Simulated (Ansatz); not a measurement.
`[CH2]1[S][GaH]1` and `[CH2]1[GaH][Se]1` differ in one element.

Ansatz, PBE0-D4/def2-TZVP geometries, multiplicity 1. 

Scalar relativity is left out up to krypton.

| property | `[CH2]1[S][GaH]1` |
| --- | --- |
| size of the dipole moment (ωB97M-V/def2-TZVPP) / D | 2.64 |
| size of the dipole moment (PBE/def2-TZVPP) / D | 2.28 |
| ideal-gas entropy at 298 K and 1 bar (rigid rotor, harmonic PBE0-D4/def2-TZVP) / J/(mol·K) | 288 |
| zero-point energy (PBE0-D4/def2-TZVP) / kJ/mol | 90.0 |
| HOMO energy (PBE/def2-TZVPP) / eV | -5.68 |
| HOMO–LUMO gap (PBE/def2-TZVPP) / eV | 3.48 |

(1) What does the change do to each property? (Estimate.)

Results:

(1) The calculation gave: 
```tsv
property	`[CH2]1[GaH][Se]1`	shift
size of the dipole moment (ωB97M-V/def2-TZVPP) / D	2.55	-0.09
size of the dipole moment (PBE/def2-TZVPP) / D	2.13	-0.15
ideal-gas entropy at 298 K and 1 bar (rigid rotor, harmonic PBE0-D4/def2-TZVP) / J/(mol·K)	301	13
zero-point energy (PBE0-D4/def2-TZVP) / kJ/mol	87.9	-2.1
HOMO energy (PBE/def2-TZVPP) / eV	-5.54	0.14
HOMO–LUMO gap (PBE/def2-TZVPP) / eV	3.30	-0.18
```

With PBE0 the HOMO rises by 0.16 eV and the LUMO falls by 0.05 eV, so the gap narrows by about 0.21 eV. PBE moves the HOMO by 0.14 eV and ωB97M-V by 0.14 eV. Dipoles are sizes alone; their direction can turn.

Spin–orbit coupling is left out; it splits and shifts lone-pair levels of the heavy atoms by tenths of an eV.
